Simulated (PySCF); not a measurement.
## PdI: one state, many levels of theory

State: ²Σ⁺ (doublet), unpaired electrons σ ↑. Set-up: basis Pd def2-TZVPP with ECP28, I def2-TZVPP with ECP28; scalar-relativistic core potentials; PySCF 2.14. De refers to Pd (4d10) + I in their high-spin ground configurations, without counterpoise correction. The functionals are run spin-unrestricted. A positive dipole means Pd(−)I(+).

```csv
Level,Re (Å),ωe (cm⁻¹),De (eV),μ (D),"CPU s a point (SCF and correlation, without the integrals)"
UHF,2.668,186,n/a,-7.15,5
UHF-MP2,2.480,222,n/a,n/a,8.2
UHF-SCS-MP2,2.518,213,n/a,n/a,n/a
PBE,2.521,210,2.56,-3.43,2.5
r²SCAN,2.511,215,2.71,-3.95,5.8
M06-L,2.544,201,2.32,-3.79,3.6
PBE0,2.524,213,2.40,-4.31,5.4
r²SCAN0,2.519,216,2.52,-4.64,5.7
HSE06,2.529,212,2.42,-4.25,5.2
MN15,2.504,217,2.14,-3.86,6
M06-2X,2.564,197,1.77,-4.88,6.4
```

The bond length runs from 2.480 Å (UHF-MP2) to 2.668 Å (UHF). De spans 1.77 eV (M06-2X, hybrid meta-GGA) to 2.71 eV (r²SCAN, meta-GGA).

Correlated steps freeze 4 core orbitals. The metal atom is held in its measured ground configuration; semilocal functionals can put another filling of s and d lower by some tenths of an eV, and De to that atom would be smaller. These are scalar-relativistic numbers at best; spin–orbit coupling would shift them, the dissociation energy most. With d or f electrons several states lie close, and the lowest PBE0 determinant need not be the measured ground state.

The whole job (state search and all levels along the bond) took about 8.1 min on 2 threads of Arm Neoverse V1 (shared host), peak memory 4 GiB.
